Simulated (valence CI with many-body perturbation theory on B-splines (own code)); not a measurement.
Os LXIII: calculated level list

Level of theory: relativistic CI+MBPT: four valence electrons over a frozen Dirac-Fock core [Ne], radial functions for each j: 11 s, 11 p, 9 d, 7 f, 5 g, 2 h, 1 i, with the one-electron correlation potential Σ1, the two-electron term Σ2, the three-electron term Σ3, Breit, model QED; selected CI, second order for the rest (own B-spline code, finite nucleus).

The last digits are not significant, and no measured levels were compared; by estimate large intervals hold to a few tenths of a per cent, small ones and those within an open d or f shell to about a per cent.

Levels 1 to 45 of 66, with energies above the lowest level, (3s^2 3p1/2^2) J=0. "Leading %" is the weight of the configuration and term that name the level; weights of strongly mixed levels are sums over their largest components and can fall short. In the jj column 3d3/2^4 stands for four electrons in 3d with j = 3/2. Lifetimes count E1, E2, E3, M1 and M2 decay at the calculated energies, and are blank where another channel may lead or the interval is too uncertain; long ones can be off by a factor of two.

| No. | Configuration | Term | J | E (eV) | Leading % | Second component | Leading jj | Lifetime |
| --- | --- | --- | --- | --- | --- | --- | --- | --- |
| 1 | 3s²3p² | ³P | 0 | 0.0 | 68 | 31 % 3s²3p² ¹S | 3s^2 3p1/2^2 (100 %) |  |
| 2 | 3s²3p² | ³P | 1 | 396.4 | 100 |  | 3s^2 3p1/2 3p3/2 (100 %) | 2.55 ns |
| 3 | 3s²3p² | ¹D | 2 | 406.0 | 65 | 35 % 3s²3p² ³P | 3s^2 3p1/2 3p3/2 (99 %) | 131 ns |
| 4 | 3s3p³ | ³P° | 2 | 572.7 | 47 | 27 % 3s3p³ ⁵S° | 3s 3p1/2^2 3p3/2 (97 %) | 33.8 ps |
| 5 | 3s3p³ | ³D° | 1 | 601.0 | 28 | 24 % 3s3p³ ¹P° | 3s 3p1/2^2 3p3/2 (81 %) | 1.04 ps |
| 6 | 3s²3p3d | ³F° | 2 | 624.2 | 74 | 20 % 3s²3p3d ¹D° | 3s^2 3p1/2 3d3/2 (99 %) | 90.0 ps |
| 7 | 3s²3p3d | ³D° | 1 | 670.0 | 43 | 25 % 3s²3p3d ¹P° | 3s^2 3p1/2 3d3/2 (82 %) | 173 fs |
| 8 | 3s²3p3d | ³P° | 2 | 736.5 | 46 | 34 % 3s²3p3d ³D° | 3s^2 3p1/2 3d5/2 (97 %) | 2.63 ps |
| 9 | 3s²3p3d | ³F° | 3 | 737.8 | 50 | 27 % 3s²3p3d ¹F° | 3s^2 3p1/2 3d5/2 (99 %) | 3.97 ps |
| 10 | 3s3p²3d | ³D | 1 | 804.8 | 44 | 38 % 3s3p²3d ⁵F | 3s 3p1/2^2 3d3/2 (99 %) | 16.4 ps |
| 11 | 3s²3p² | ³P | 2 | 809.2 | 53 | 30 % 3s²3p² ¹D | 3s^2 3p3/2^2 (83 %) | 159 ps |
| 12 | 3s3p²3d | ³D | 2 | 813.1 | 18 | 15 % 3s3p²3d ⁵F | 3s 3p1/2^2 3d3/2 (82 %) | 18.4 ps |
| 13 | 3s²3p² | ¹S | 0 | 830.9 | 68 | 31 % 3s²3p² ³P | 3s^2 3p3/2^2 (98 %) | 718 ps |
| 14 | 3s3p²3d | ³D | 3 | 912.0 | 35 | 19 % 3s3p²3d ⁵D | 3s 3p1/2^2 3d5/2 (98 %) | 3.50 ps |
| 15 | 3s3p²3d | ³F | 2 | 926.5 | 27 | 21 % 3s3p²3d ¹D | 3s 3p1/2^2 3d5/2 (97 %) | 3.17 ps |
| 16 | 3s3p³ | ³D° | 2 | 959.8 | 49 | 45 % 3s3p³ ⁵S° | 3s 3p1/2 3p3/2^2 (96 %) | 1.49 ps |
| 17 | 3s3p³ | ³D° | 3 | 979.1 | 94 |  | 3s 3p1/2 3p3/2^2 (94 %) | 2.15 ps |
| 18 | 3s3p³ | ³P° | 0 | 990.8 | 86 | 14 % 3s²3p3d ³P° | 3s 3p1/2 3p3/2^2 (86 %) | 1.19 ps |
| 19 | 3s3p³ | ¹D° | 2 | 1006.0 | 55 | 12 % 3s²3p3d ³D° | 3s 3p1/2 3p3/2^2 (71 %) | 571 fs |
| 20 | 3s3p³ | ³P° | 1 | 1006.4 | 33 | 20 % 3s3p³ ³D° | 3s 3p1/2 3p3/2^2 (82 %) | 697 fs |
| 21 | 3s3p³ | ³S° | 1 | 1018.2 | 31 | 28 % 3s3p³ ³P° | 3s 3p1/2 3p3/2^2 (97 %) | 246 fs |
| 22 | 3s²3p3d | ³F° | 3 | 1059.1 | 45 | 37 % 3s²3p3d ¹F° | 3s^2 3p3/2 3d3/2 (95 %) | 363 fs |
| 23 | 3s²3p3d | ³D° | 2 | 1064.1 | 39 | 20 % 3s3p³ ¹D° | 3s^2 3p3/2 3d3/2 (69 %) | 164 fs |
| 24 | 3s²3p3d | ³P° | 1 | 1064.5 | 46 | 32 % 3s²3p3d ³D° | 3s^2 3p3/2 3d3/2 (82 %) | 206 fs |
| 25 | 3s²3p3d | ³P° | 0 | 1065.7 | 85 | 14 % 3s3p³ ³P° | 3s^2 3p3/2 3d3/2 (85 %) | 247 fs |
| 26 | 3s²3p3d | ³F° | 4 | 1126.2 | 99 |  | 3s^2 3p3/2 3d5/2 (99 %) | 1.49 ns |
| 27 | 3s²3p3d | ³P° | 2 | 1136.5 | 44 | 41 % 3s²3p3d ¹D° | 3s^2 3p3/2 3d5/2 (97 %) | 4.42 ps |
| 28 | 3s²3p3d | ³D° | 3 | 1159.7 | 62 | 35 % 3s²3p3d ¹F° | 3s^2 3p3/2 3d5/2 (96 %) | 1.42 ps |
| 29 | 3s²3p3d | ¹P° | 1 | 1170.4 | 62 | 25 % 3s²3p3d ³P° | 3s^2 3p3/2 3d5/2 (97 %) | 1.99 ps |
| 30 | 3s3p²3d | ⁵F | 2 | 1171.3 | 24 | 19 % 3p⁴ ³P | 3s 3p1/2 3p3/2 3d3/2 (69 %) | 2.26 ps |
| 31 | 3s3p²3d | ⁵D | 0 | 1178.4 | 74 | 14 % 3s3p²3d ³P | 3s 3p1/2 3p3/2 3d3/2 (93 %) | 11.3 ps |
| 32 | 3s3p²3d | ⁵D | 1 | 1181.2 | 51 | 23 % 3s3p²3d ⁵F | 3s 3p1/2 3p3/2 3d3/2 (99 %) | 11.5 ps |
| 33 | 3s3p²3d | ⁵F | 3 | 1186.9 | 43 | 35 % 3s3p²3d ³F | 3s 3p1/2 3p3/2 3d3/2 (97 %) | 10.7 ps |
| 34 | 3p⁴ | ³P | 2 | 1192.2 | 30 | 19 % 3s3p²3d ⁵F | 3s 3p1/2 3p3/2 3d3/2 (48 %) | 684 fs |
| 35 | 3s3p²3d | ³G | 4 | 1204.7 | 31 | 19 % 3s3p²3d ⁵F | 3s 3p1/2 3p3/2 3d3/2 (96 %) | 31.7 ps |
| 36 | 3p⁴ | ¹S | 0 | 1205.2 | 45 | 25 % 3p⁴ ³P | 3p1/2^2 3p3/2^2 (70 %) | 553 fs |
| 37 | 3s3p²3d | ³F | 2 | 1219.0 | 57 | 9 % 3s3p²3d ³P | 3s 3p1/2 3p3/2 3d3/2 (87 %) | 600 fs |
| 38 | 3s3p²3d | ³D | 3 | 1226.0 | 32 | 16 % 3s3p²3d ³F | 3s 3p1/2 3p3/2 3d3/2 (94 %) | 349 fs |
| 39 | 3s3p²3d | ³P | 1 | 1230.6 | 30 | 29 % 3s3p²3d ⁵P | 3s 3p1/2 3p3/2 3d3/2 (97 %) | 319 fs |
| 40 | 3s3p²3d | ³D | 2 | 1233.0 | 24 | 20 % 3s3p²3d ⁵P | 3s 3p1/2 3p3/2 3d3/2 (85 %) | 231 fs |
| 41 | 3s3p²3d | ³G | 3 | 1235.3 | 44 | 20 % 3s3p²3d ¹F | 3s 3p1/2 3p3/2 3d3/2 (98 %) | 332 fs |
| 42 | 3s3p²3d | ³D | 1 | 1236.9 | 45 | 18 % 3s3p²3d ¹P | 3s 3p1/2 3p3/2 3d3/2 (97 %) | 273 fs |
| 43 | 3s3p²3d | ³D | 1 | 1262.7 | 46 | 20 % 3s3p²3d ³P | 3s 3p1/2 3p3/2 3d3/2 (94 %) | 163 fs |
| 44 | 3s3p²3d | ³F | 2 | 1264.3 | 29 | 14 % 3s3p²3d ¹D | 3s 3p1/2 3p3/2 3d3/2 (73 %) | 176 fs |
| 45 | 3s3p²3d | ³P | 0 | 1267.3 | 54 | 18 % 3s²3d² ³P | 3s 3p1/2 3p3/2 3d3/2 (57 %) | 212 fs |

The ionisation energy to 3s²3p ²P°1/2 of the next ion comes out as 7041.1 eV (NIST: 7039 ± 15 eV (theoretical)). All 66 levels together are meant to be complete up to 1403.0 eV.
